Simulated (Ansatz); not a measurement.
ClF2HNSi (`[NH][Si](F)(F)Cl`) radical, charge 0, multiplicity 2.

Q: Give a relaxed structure at PBE0-D4/def2-TZVP (the Gaussian-basis code of Ansatz). (An estimate is asked.)

A: The calculation gave: 
Z-matrix (Å, degrees):
```
Si
F 1 1.578
F 1 1.571 2 106.6
N 1 1.722 2 113.2 3 -119.9
Cl 1 2.018 2 109.8 3 118.2
H 4 1.021 1 114.3 2 -45.8
```
